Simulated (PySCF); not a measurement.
An unknown is described by computed data only.

Elements present: C, Cl, Ga and H. Monoisotopic mass: 153.8868 u.

* Dipole: 2.99 D [wB97X-D/def2-SVPD]
* Triplet: lowest triplet excitation (Tamm–Dancoff): 6.10 eV [TDA wB97X-D/def2-SVPD]
* Rotational structure: rotational constants A, B, C: 3.543, 2.214, 1.374 GHz [PBE0-D3(BJ)/def2-SVP]
* UV, strongest line: among the 15 lowest singlet transitions: S12 at 8.72 eV (142 nm, f = 0.339) [TDDFT wB97X-D/def2-SVPD]
* 13C NMR: chemical shifts (computed TMS as zero) by class: 2.4 (1 C) ppm [GIAO B3LYP/pcSseg-1 (pcSseg-2 on Ga)]
* NMR, other nuclei: isotropic shieldings of nuclei other than C and H, by class: 808 (2 Cl), 1260 (1 Ga) ppm [GIAO B3LYP/pcSseg-1 (pcSseg-2 on Ga)]
* XPS: Cl2p3/2 205.6 (×2), C1s 291.0, Cl1s 2828.2 (×2) eV [ΔSCF SCAN, pcX-2 on the ionised atom, pcseg-1 elsewhere, spin-free X2C, 2p3/2 from a spin–orbit splitting computed afterwards within the 2p shell]

Gas-phase values; electronic properties from PySCF, density fitting. Levels stand in brackets. Isolated species at its PBE0-D3(BJ)/def2-SVP geometry, gas phase. The calculation (core ionisation apart) is non-relativistic and has no spin–orbit coupling, an omission that weighs most on gallium. NMR classes are plain means over equivalent atoms (diastereotopic ones count apart unless rotation or inversion swaps them), as if these changed places fast.

Question: Which formula fits the mass and the elements?

Answer: CH3Cl2Ga (calculated 153.8868). No other formula that holds each of these elements comes within 0.0003 u with a fitting electron parity and a possible valence count.

Question: Propose a structure and show how it fits.

Answer: The one carbon: carbon bonded to Ga and 3 H (2.4 ppm). The other shieldings belong to: 808 ppm, chlorine bonded to Ga; 1260 ppm, gallium bonded to C and 2 Cl. The core levels belong to: Cl2p3/2 205.6 eV, chlorine bonded to Ga; C1s 291.0 eV, carbon bonded to Ga and 3 H; Cl1s 2828.2 eV, chlorine bonded to Ga. One atom of each topological class was ionised and stands for its class. No core level of Ga was computed. By its constants the optimised geometry is an asymmetric top. Structure: GaCl2Me, `[Cl][Ga]([CH3])[Cl]`. The assignments are read from this structure; whether some other isomer fits the data as well wasn't checked. NMR values of atoms bound to Ga lack the spin–orbit term that these neighbours bring.
